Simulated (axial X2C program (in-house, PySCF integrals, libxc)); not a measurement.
# Nuclear properties of MoC⁻

Computed with an axial X2C code built on PySCF integrals: two-component X2C with atomic mean-field Coulomb and Gaunt terms, Gaussian nuclei, basis Mo dyall-acv3z, C dyall-av3z with contracted cores.

R = 1.900 Å (near the PBE0 minimum at charge -1 of the determinant lowest at the starting distance; the state shown can have its own minimum elsewhere).

Determinant lowest in the PBE0 search, Ω = 3/2 (⟨Sz⟩ = 1.50, ⟨Lz⟩ = 0.00 at PBE0), spin on the atoms Mo 2.21, C -0.71:

| level | Eeff magnitude (GV/cm) | Ws magnitude Mo (kHz) | A∥/gI Mo (MHz) | qzz Mo (a.u.) | A∥/gI C (MHz) | qzz C (a.u.) |
| --- | --- | --- | --- | --- | --- | --- |
| PBE0 | 3.81 | 1.29 | 468 | -1.10 | -1.39 | -0.30 |
| TPSSh | 3.59 | 1.21 | 495 | -1.12 | -5.15 | -0.30 |
| LDA | 2.94 | 0.965 | 742 | -1.32 | 2.77 | -0.32 |
| PBE50 | 4.53 | 1.55 | 279 | -1.34 | -12.2 | -0.27 |

Eeff is the effective electric field on the electron electric dipole moment in this Ω state and Ws the scalar–pseudoscalar constant of the nucleus named (defined with the proton number Z and per Ω); A∥ (defined per Ω) follows by multiplying with gI = μI/(I μN); qzz is the electric field gradient, eQq0 = 234.96 MHz × Q/barn × qzz. The operators were transformed with the bare-nucleus X2C matrices; with these basis sets, hyperfine constants and field gradients can be off by tens of per cent, and where levels differ in sign neither size nor sign is settled.

(1) With Q(95Mo) = -0.022 barn (Q from Pyykkö, Mol. Phys. 2018), turn the PBE0 values of the first state into constants in MHz.

Each state is one determinant with collinear spin, which with several unpaired electrons need not be a pure state. For an anion, determinants above electron detachment, or with a positive highest level, are held by the basis set. This is the top spin component of a Σ state; components of lower Ω are not single determinants and can lie lower. With several open shells hyperfine constants can be off by a factor of several. In the state Ω = 3/2 the atomic spins oppose each other (2.21, -0.71): a broken-symmetry determinant whose values are not spin-projected. Left out as unconverged or as another state under the same occupation: HF in at least one table. The search compared states at one distance, so a state with another bond length can lie lower. Further determinants of the search, some of them spin-mixed, are not shown. Where a field gradient or hyperfine factor spreads by more than a factor of two over the levels, a constant derived from it is not to be relied on.

Answers

(1) eQq0(95Mo) = 234.96 × (-0.022) × (-1.10) = 5.69 MHz.
